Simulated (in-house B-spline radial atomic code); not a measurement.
Successive ionisation energies of antimony; each step leads to the configuration of the next row (after the last: bare). Dirac energy differences include first-order Breit, QED and recoil terms. NIST's values go from ground level to ground level; the uncertainty of those that are theory runs from under 0.1 % in few-electron ions to several per cent in heavy many-electron ones. Computed with a B-spline radial code for spherical atoms: Dirac-Hartree-Fock, jj configuration that fills j = l - 1/2 first, finite nuclei.

A number in brackets counts the electrons of a j subshell.

```json
{"ion": "Sb43+", "configuration": "[He] 2s2 2p1/2(2) 2p3/2(2)", "ionisation energy (eV)": "7162.0", "tabulated value (eV)": "7167", "computed minus tabulated (eV)": "-5", "highest orbital": "2p3/2", "largest mean radius (bohr)": "0.11812"}
{"ion": "Sb44+", "configuration": "[He] 2s2 2p1/2(2) 2p3/2(1)", "ionisation energy (eV)": "7390.5", "tabulated value (eV)": "7390", "computed minus tabulated (eV)": "0", "highest orbital": "2p3/2", "largest mean radius (bohr)": "0.1174"}
{"ion": "Sb45+", "configuration": "[He] 2s2 2p1/2(2)", "ionisation energy (eV)": "7885.1", "tabulated value (eV)": "7887", "computed minus tabulated (eV)": "-2", "highest orbital": "2p1/2", "largest mean radius (bohr)": "0.11669"}
{"ion": "Sb46+", "configuration": "[He] 2s2 2p1/2(1)", "ionisation energy (eV)": "8140.0", "tabulated value (eV)": "8140", "computed minus tabulated (eV)": "0", "highest orbital": "2p1/2", "largest mean radius (bohr)": "0.11594"}
{"ion": "Sb47+", "configuration": "[He] 2s2", "ionisation energy (eV)": "8454.5", "tabulated value (eV)": "8455", "computed minus tabulated (eV)": "-1", "highest orbital": "2s1/2", "largest mean radius (bohr)": "0.1152"}
{"ion": "Sb48+", "configuration": "[He] 2s1", "ionisation energy (eV)": "8669.2", "tabulated value (eV)": "8669.48", "computed minus tabulated (eV)": "0", "highest orbital": "2s1/2", "largest mean radius (bohr)": "0.11453"}
{"ion": "Sb49+", "configuration": "1s2", "ionisation energy (eV)": "35707.4", "tabulated value (eV)": "35710.03", "computed minus tabulated (eV)": "-3", "highest orbital": "1s1/2", "largest mean radius (bohr)": "0.028227"}
{"ion": "Sb50+", "configuration": "1s1", "ionisation energy (eV)": "36668.1", "tabulated value (eV)": "36668.18", "computed minus tabulated (eV)": "0", "highest orbital": "1s1/2", "largest mean radius (bohr)": "0.028005"}
```

Where is the largest jump?

From Sb48+ to Sb49+, by a factor of 4.12 (8669.2 to 35707 eV); the highest orbital goes from 2s1/2 to 1s1/2.
